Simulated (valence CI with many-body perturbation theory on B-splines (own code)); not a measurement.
Yb LXV: electric-dipole lines

Level of theory: relativistic CI+MBPT: four valence electrons over a frozen Dirac-Fock core [He], a basis of 11 s, 11 p, 10 d, 8 f, 5 g, 2 h functions for each j, with the one-electron correlation potential Σ1 (screened to all orders), the two-electron term Σ2, the three-electron term Σ3, Breit, model QED; selected single and double excitations, second order for the rest, scaled by the run's own slope (own B-spline code, finite nucleus).

The last digits are not significant, and no measured levels were compared; by estimate large intervals hold to a few tenths of a per cent, small ones and those within an open d or f shell to about a per cent. Among the levels kept, up to 1100 cm⁻¹ of a level comes from second order outside the variational space, and about a tenth of that is noise between levels of different J, which matters for small intervals.

Lines 1 to 50 of 533 in falling wavelength, among levels below 12474 eV, chosen from the strongest by gf and those to the six lowest levels. Wavelengths and rates use the calculated energies. Electric multipoles are in the length gauge, E1 and E2 with the static RPA response of the core. Weak lines are less certain than strong ones. Lines between different terms over intervals too small for the method are left out, as are lines whose strength nearly cancels. The highest levels of a list are the least certain.

Levels are named by their leading jj configuration (3d3/2^4 stands for four electrons in 3d with j = 3/2), which in mixed levels can hold well under half, so a name can repeat and another be missing. Letters in brackets count levels of one name in rising energy.

```csv
λ vac (nm),Upper,Lower,A (s⁻¹),log gf,Branch %
7.936,(2s 2p3/2^2 3d5/2) J=3 [c],(2s 2p3/2^2 3p3/2) J=2 [c],2.98e+10,-0.71,0.0
7.920,(2s 2p1/2 2p3/2 3d5/2) J=5,(2s 2p1/2 2p3/2 3p3/2) J=4,3.91e+10,-0.39,38.8
7.877,(2s 2p3/2^2 3d5/2) J=4 [a],(2s 2p3/2^2 3p3/2) J=3 [a],2.79e+10,-0.63,0.3
7.864,(2p1/2^2 2p3/2 3d5/2) J=3,(2p1/2^2 2p3/2 3p3/2) J=2,3.47e+10,-0.65,0.0
7.863,(2s 2p1/2^2 3d5/2) J=3,(2s 2p1/2^2 3p3/2) J=2,4.01e+10,-0.58,0.0
7.856,(2p1/2^2 2p3/2 3d5/2) J=4,(2p1/2^2 2p3/2 3p3/2) J=3,4.22e+10,-0.45,0.4
7.842,(2s 2p3/2^2 3d5/2) J=5,(2s 2p3/2^2 3p3/2) J=4,3.79e+10,-0.42,2.6
7.817,(2s 2p1/2 2p3/2 3d5/2) J=2 [c],(2s 2p1/2 2p3/2 3p3/2) J=1 [c],2.95e+10,-0.87,0.0
7.813,(2s 2p1/2 2p3/2 3d5/2) J=4 [a],(2s 2p1/2 2p3/2 3p3/2) J=3 [a],3.48e+10,-0.54,0.1
7.797,(2s 2p1/2 2p3/2 3d5/2) J=3 [c],(2s 2p1/2 2p3/2 3p3/2) J=2 [c],3.23e+10,-0.69,0.0
7.769,(2s^2 2p3/2 3d5/2) J=4,(2s^2 2p3/2 3p3/2) J=3,3.25e+10,-0.58,16.2
7.755,(2s^2 2p1/2 3d5/2) J=2,(2s^2 2p1/2 3p3/2) J=1,3.06e+10,-0.86,0.0
7.752,(2s^2 2p3/2 3d5/2) J=3,(2s^2 2p3/2 3p3/2) J=2,2.77e+10,-0.76,0.0
7.720,(2s 2p1/2 2p3/2 3d5/2) J=4 [b],(2s 2p1/2 2p3/2 3p3/2) J=3 [b],3.32e+10,-0.57,0.0
7.717,(2s 2p3/2^2 3d5/2) J=4 [b],(2s 2p3/2^2 3p3/2) J=3 [b],3.35e+10,-0.57,0.1
7.703,(2s 2p1/2 2p3/2 3d5/2) J=3 [d],(2s 2p1/2 2p3/2 3p3/2) J=2 [d],3.35e+10,-0.68,0.0
7.649,(2s 2p1/2 2p3/2 3d5/2) J=3 [a],(2s 2p1/2 2p3/2 3p3/2) J=2 [a],2.70e+10,-0.78,0.0
7.646,(2s 2p3/2^2 3d5/2) J=3 [b],(2s 2p3/2^2 3p3/2) J=2 [b],3.58e+10,-0.66,0.1
7.611,(2s 2p1/2 2p3/2 3d5/2) J=4 [c],(2s 2p1/2 2p3/2 3p3/2) J=3 [c],4.19e+10,-0.49,0.0
7.495,(2s^2 2p1/2 3d5/2) J=3,(2s^2 2p1/2 3p3/2) J=2,4.27e+10,-0.60,0.0
7.475,(2s 2p1/2 2p3/2 3d5/2) J=3 [b],(2s 2p1/2 2p3/2 3p3/2) J=2 [b],2.19e+10,-0.89,0.0
7.435,(2s 2p3/2^2 3d5/2) J=2 [b],(2s 2p3/2^2 3p3/2) J=1 [b],3.41e+10,-0.85,0.0
7.328,(2p1/2^2 2p3/2 3d5/2) J=2,(2p1/2^2 2p3/2 3p3/2) J=1,3.13e+10,-0.90,0.0
7.305,(2s 2p1/2^2 3d5/2) J=2,(2s 2p1/2^2 3p3/2) J=1,4.46e+10,-0.75,0.0
5.897,(2s 2p1/2 2p3/2^2) J=2 [a],(2s^2 2p3/2^2) J=2,2.03e+09,-2.28,0.1
5.665,(2s 2p1/2 2p3/2 3p3/2) J=4,(2s^2 2p3/2 3p3/2) J=3,2.91e+10,-0.90,1.1
5.398,(2p1/2 2p3/2^2 3p3/2) J=4,(2s 2p3/2^2 3p3/2) J=3 [b],3.99e+10,-0.80,0.0
4.892,(2s 2p1/2 2p3/2^2) J=3,(2s^2 2p3/2^2) J=2,1.41e+10,-1.45,0.9
4.806,(2s 2p1/2^2 2p3/2) J=2,(2s^2 2p1/2 2p3/2) J=2,1.19e+10,-1.68,41.8
4.492,(2s 2p1/2^2 2p3/2) J=2,(2s^2 2p1/2 2p3/2) J=1,1.67e+10,-1.60,58.2
3.739,(2s 2p1/2 2p3/2^2) J=1 [a],(2s^2 2p3/2^2) J=2,2.59e+10,-1.79,0.2
3.665,(2p1/2^2 2p3/2 3d5/2) J=4,(2s 2p1/2 2p3/2 3d5/2) J=5,7.05e+10,-0.89,0.6
3.645,(2s 2p1/2^2 2p3/2) J=1,(2s^2 2p1/2 2p3/2) J=2,4.76e+10,-1.55,0.6
3.634,(2s 2p1/2 2p3/2^2) J=2 [b],(2s^2 2p3/2^2) J=2,2.28e+10,-1.65,0.2
3.462,(2s 2p1/2^2 2p3/2) J=1,(2s^2 2p1/2 2p3/2) J=1,1.07e+10,-2.24,0.1
3.275,(2s 2p1/2 2p3/2 3d3/2) J=3 [b],(2s 2p1/2 2p3/2 3p1/2) J=2 [b],2.06e+11,-0.64,0.0
3.268,(2p1/2 2p3/2^2 3d3/2) J=3 [b],(2p1/2 2p3/2^2 3p1/2) J=2 [b],2.36e+11,-0.58,0.0
3.246,(2p1/2 2p3/2^2 3d3/2) J=2 [b],(2p1/2 2p3/2^2 3p1/2) J=2 [b],2.96e+11,-0.63,0.0
3.235,(2s 2p1/2 2p3/2 3d3/2) J=2 [d],(2s 2p1/2 2p3/2 3p1/2) J=1 [c],2.93e+11,-0.64,0.0
3.205,(2s^2 2p1/2 3d3/2) J=1,(2s^2 2p1/2 3p1/2) J=0,3.03e+11,-0.85,0.0
3.200,(2s 2p1/2 2p3/2 3d3/2) J=2 [b],(2s 2p1/2 2p3/2 3p1/2) J=2 [b],3.36e+11,-0.59,0.0
3.192,(2p1/2 2p3/2^2 3d3/2) J=1 [b],(2p1/2 2p3/2^2 3p1/2) J=2 [b],3.75e+11,-0.77,0.0
3.188,(2s 2p3/2^2 3p3/2) J=3 [a],(2s 2p3/2^2 3s) J=2 [a],3.06e+11,-0.49,0.2
3.174,(2p1/2 2p3/2^2 3p3/2) J=1 [a],(2p1/2 2p3/2^2 3s) J=2 [b],4.08e+11,-0.73,0.1
3.172,(2s 2p3/2^2 3d5/2) J=3 [a],(2s 2p3/2^2 3p1/2) J=2 [b],2.25e+11,-0.62,0.0
3.144,(2s 2p3/2^2 3p3/2) J=1 [b],(2s 2p3/2^2 3s) J=0,4.69e+11,-0.68,0.1
3.136,(2s 2p1/2 2p3/2 3d3/2) J=2 [a],(2s 2p1/2 2p3/2 3p1/2) J=2 [a],2.54e+11,-0.73,0.1
3.135,(2s 2p3/2^2 3d3/2) J=2 [b],(2s 2p3/2^2 3p1/2) J=1 [b],2.82e+11,-0.68,0.0
3.132,(2p1/2 2p3/2^2 3p3/2) J=3 [b],(2p1/2 2p3/2^2 3s) J=2 [b],2.92e+11,-0.52,0.1
3.131,(2s^2 2p3/2 3d3/2) J=2,(2s^2 2p3/2 3p1/2) J=2,2.37e+11,-0.76,0.0
```
